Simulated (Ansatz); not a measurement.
Basis-set series for CH5AlOSi, SMILES `C1[O][AlH][SiH2]1`. The species carries charge 0 and has multiplicity 1. The geometry is a stationary point of PBE0-D4/def2-TZVP.

```
functional       basis  functions  energy (Eh)  HOMO (eV)  LUMO (eV)
   PBE0-D4  def2-TZVPP        216   -647.96456      -7.13      -1.51
   PBE0-D4  def2-QZVPP        404   -647.98832      -7.13      -1.54
   ωB97M-V  def2-TZVPP        216   -648.23974      -9.11       0.17
   ωB97M-V  def2-QZVPP        404   -648.26233      -9.12       0.00
```

**Question.** Give the rows for def2-SVP. (Estimate.)

**Answer.** Ansatz gave: 
```json
{"functional": "PBE0-D4", "basis": "def2-SVP", "functions": "89", "energy (Eh)": "-647.64021", "HOMO (eV)": "-7.16", "LUMO (eV)": "-1.41"}
{"functional": "ωB97M-V", "basis": "def2-SVP", "functions": "89", "energy (Eh)": "-647.91106", "HOMO (eV)": "-9.11", "LUMO (eV)": "0.36"}
```

Positive LUMOs are unbound and depend on the basis.
